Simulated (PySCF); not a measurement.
A species of formula C5H13NOSi2 has this rotational fingerprint, computed with PBE0/pcSseg-1 in PySCF (dipole) on a GFN2-xTB geometry, gas phase:

- Rotational constants: A = 1527, B = 948.1, C = 813.4 MHz
- Dipole components: |μa| = 1.42 D, |μb| = 0.33 D, |μc| = 2.45 D
- Inertial defect: -242.74 u·Å²
- κ: -0.62

Question: Which structure is it? (One computed conformer of each.)
A. `[CH:1]#[C:2][CH2:3][Si:4]([CH3:5])([CH3:6])[O:7][SiH2:8][NH2:9]` with C2–C3–Si4–C5 60°, C3–Si4–O7–Si8 -51°, Si4–O7–Si8–N9 -43°, O7–Si8–N9–H 178° and -44°
B. `[CH2:1]=[N:2][SiH2:3][SiH2:4][C:5]([CH3:6])([CH3:7])[CH:8]=[O:9]` with C1–N2–Si3–Si4 112°, N2–Si3–Si4–C5 -82°, Si3–Si4–C5–C6 180°, Si4–C5–C8–O9 -83°
C. `[CH3:1][C:2](=[O:3])[C@@H:4]1[CH2:5][C@@H:6]1[N:7]([SiH3:8])[SiH3:9]` with C1–C2–C4–C5 -159°, C5–C6–N7–Si8 -147°

Answer: C. It is CC(=O)[C@@H]1C[C@@H]1N([SiH3])[SiH3], an asymmetric top, point group C1. The candidates at the same level (rigid rotor, commonest isotopes):

```tsv
SMILES	A (MHz)	B (MHz)	C (MHz)	μa (D)	μb (D)	μc (D)	Δ (u·Å²)	point group	rotor
C=N[SiH2][SiH2]C(C)(C)C=O	1775	834.6	695.4	1.67	0.13	0.10	-163.57	C1	asymmetric top
C#CC[Si](C)(C)O[SiH2]N	1825	627.2	587.2	1.66	0.07	1.12	-222.01	C1	near-prolate asymmetric top
CC(=O)[C@@H]1C[C@@H]1N([SiH3])[SiH3]	1527	948.1	813.4	1.42	0.33	2.45	-242.74	C1	asymmetric top
```

`C=N[SiH2][SiH2]C(C)(C)C=O` has A 16 % too high; `C#CC[Si](C)(C)O[SiH2]N` has B 34 % too low. No structure here is proved a minimum.
